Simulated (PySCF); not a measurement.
Compound: C8H9 (doublet state).
SMILES with atom numbers: `[CH2:1]=[C:2][CH2:3]/[CH:4]=[CH:5]\[C:6]#[C:7][CH3:8]` (hydrogens: H9, H10 on C1; H11, H12 on C3; H13 on C4; H14 on C5; H15, H16, H17 on C8)

Cartesian coordinates in Å at the GFN2-xTB level; atoms count from 1:
```
atom  x, y, z in Å
C1    -2.7010    1.4593   -0.1312
C2    -2.1574    0.5142   -0.8256
C3    -1.4194   -0.7444   -0.7636
C4    -1.1777   -1.0780    0.6797
C5    -0.0088   -0.8957    1.2997
C6     1.1610   -0.4389    0.6622
C7     2.1695   -0.0407    0.1383
C8     3.3776    0.4367   -0.4953
H9    -3.1890    2.2982   -0.6084
H10   -2.7182    1.5043    0.9598
H11   -0.4646   -0.6329   -1.2850
H12   -2.0003   -1.5328   -1.2522
H13   -2.0415   -1.4106    1.2376
H14    0.0929   -1.1114    2.3568
H15    3.2754    1.4936   -0.7438
H16    3.5653   -0.1216   -1.4130
H17    4.2292    0.3127    0.1740
```

The hyperfine couplings belong to this conformer and change with its torsions.

Method: UKS B3LYP, pcH-1 on C H, non-relativistic, mean-field spin-orbit, GIAO (PySCF 2.14.0). The structure is a single GFN2-xTB conformer in the gas phase; no vibrational or solvent corrections. The geometry wasn't refined by DFT: couplings that depend on bond lengths, twists or pyramidal angles can differ widely from those at the functional's own minimum. No stability test was run, so a lower SCF solution isn't excluded.

(1) The isotropic 13C couplings are +248.1, +57.9, +13.8, -9.4, +5.5, -3.0, +2.4, -1.0 MHz. Assign them to C1; C2; C3; C4; C5; C6; C7; C8.

Results:

(1) 
```
site  a_iso (MHz)  ρ(0) (bohr⁻³)                 position  distance from C2 (Å)  spin population  largest |T| (MHz)
  C1         -9.4        -0.0084           1 bond from C2                  1.29            -0.16               16.8
  C2       +248.1        +0.2207  largest spin population                  0.00            +0.97              142.2
  C3        +13.8        +0.0123           1 bond from C2                  1.46            -0.04                8.2
  C4        +57.9        +0.0515          2 bonds from C2                  2.40            +0.01               13.4
  C5         +5.5        +0.0049          3 bonds from C2                  3.33            +0.05                8.1
  C6         -3.0        -0.0027          4 bonds from C2                  3.76            -0.01                1.7
  C7         +2.4        +0.0022          5 bonds from C2                  4.47            +0.03                3.9
  C8         -1.0        -0.0009          6 bonds from C2                  5.55             0.00                0.2
```

ρ(0) is the spin density at the nucleus and T the dipolar tensor; entries for several nuclei are means. Largest spin populations (Mulliken): C2 (+0.97), C1 (-0.16) and H10 (+0.09). No atom but C2 exceeds +0.15.

β density exceeds α density at some nuclei, such as C1 (-0.0084) and C6 (-0.0027), spin density in bohr⁻³. In a single determinant that takes different orbitals for the two spins, that is spin polarisation.

Means are taken over nuclei equivalent by connectivity, which assumes that they swap fast.
